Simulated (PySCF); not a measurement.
C5H6BCl2F.
SMILES: `F[C@@H]1[C@@H](B(Cl)Cl)C12CC2`

Torsions of this conformer, `[F:1][C@@H:2]1[C@@H:3]([B:4]([Cl:5])[Cl:6])[C:7]12[CH2:8][CH2:9]2`: C2–C3–B4–Cl5 34°.

The closed-shell ground state was solved at several levels (PySCF, density fitting, gas phase, non-relativistic). Geometry: PBE0-D3(BJ)/def2-SVP, one conformer, isolated molecule.

```json
{"level": "KT2/pcSseg-1", "basis functions": "197", "total energy (Eh)": "-1251.2473", "HOMO (eV)": "-6.92", "LUMO (eV)": "-2.26", "gap (eV)": "4.66", "dipole (D)": "1.77"}
{"level": "PBE0/pcSseg-1", "basis functions": "197", "total energy (Eh)": "-1238.5233", "HOMO (eV)": "-8.23", "LUMO (eV)": "-1.40", "gap (eV)": "6.83", "dipole (D)": "1.77"}
```

Q: Estimate the row for CAM-B3LYP/def2-SVPD, a basis of 245 functions; the other rows only guide the guess.

A: Total energy -1238.6390 Eh, HOMO -9.65 eV, LUMO -0.34 eV, gap 9.31 eV, dipole 1.71 D.

Q: Over all these levels, which gives the widest orbital gap and which the narrowest?

A: CAM-B3LYP/def2-SVPD (range-separated hybrid) has the widest, 9.31 eV, and KT2/pcSseg-1 (GGA) the narrowest, 4.66 eV. Functional and basis both differ between the two, so the spread mixes both effects.

Q: How far do the dipole and the HOMO energy spread over the levels?

A: The dipole runs from 1.71 to 1.77 D (mean 1.75 D) and the HOMO from -9.65 to -6.92 eV.
